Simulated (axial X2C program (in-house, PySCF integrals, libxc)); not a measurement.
# Ionising YSe

Calculated with an in-house all-electron X2C program for linear molecules (integrals from PySCF), spin-free (one-electron X2C) or two-component (2c: spin–orbit coupling with atomic mean-field Coulomb and Gaunt terms, which also bring small scalar terms), in Dyall basis sets with cores contracted in-house; open shells are unrestricted.

Basis sets: Se dyall-cv3z, Y dyall-cv3z. Frozen shells (counts by l): YSe Y 4s3p1d, Se 3s2p1d, 9 electrons correlated; YSe⁺ Y 4s3p1d, Se 3s2p1d, 8 electrons correlated. Coupled cluster in natural virtuals with an MP2 remainder. Where the outer core of a metal is frozen, bonds come out longer and ionisation energies lower.

```
Hamiltonian    level         YSe state  Re (Å)  ωe (cm⁻¹)  De (eV)
  spin-free       HF  M_S = 1/2, Λ = 0   2.432      353.3     3.07
  spin-free     PBE0  M_S = 1/2, Λ = 0   2.396      349.5     4.94
         2c       HF           Ω = 1/2   2.433      352.9      n/a
         2c     PBE0           Ω = 1/2   2.396      349.0      n/a
         2c     CCSD           Ω = 1/2   2.441      340.4      n/a
         2c  CCSD(T)           Ω = 1/2   2.452      330.9      n/a
```

Adiabatic ionisation energy (minimum to minimum, no zero-point term) and constants of YSe⁺:

| Hamiltonian | level | YSe⁺ state | IE (eV) | Re (Å) | ωe (cm⁻¹) | De (eV) | fragments |
| --- | --- | --- | --- | --- | --- | --- | --- |
| spin-free | HF | M_S = 0, Λ = 0 | 6.15 | 2.356 | 396.3 | n/a | Y+ + Se |
| spin-free | PBE0 | M_S = 0, Λ = 0 | 6.33 | 2.343 | 381.9 | n/a | Y+ + Se |
| 2c | HF | Ω = 0 | 6.14 | 2.357 | 395.4 | n/a | Y+ + Se |
| 2c | PBE0 | Ω = 0 | 6.33 | 2.343 | 381.3 | n/a | Y+ + Se |
| 2c | CCSD | Ω = 0 | 6.20 | 2.383 | 371.0 | n/a | Y+ + Se |
| 2c | CCSD(T) | Ω = 0 | 6.15 | 2.403 | 352.7 | n/a | Y+ + Se |

Question: Add the zero-point terms to the ionisation energy at CCSD(T), 2c, and say whether the electron removed was bonding.

Answer: IE0 = IE + (ωe⁺ − ωe)/2 = 6.15 + (0.001) = 6.15 eV. Re changes by -0.049 Å, so the bond shortens, as on loss of an antibonding or a polarising non-bonding electron.

Each entry is the lowest single determinant of a limited PBE0 search at one distance. De goes to single-determinant-based atoms at the same level (for ions the charge split of lowest energy) and is withheld (n/a) where an atom does not fit its ground term or J level. Main or longest-lived isotopes. One determinant is a doubtful description, or other states lie close, for YSe⁺; these need not be ground states, and all values refer to the states named. The functionals have no current term, which raises determinants with orbital currents.
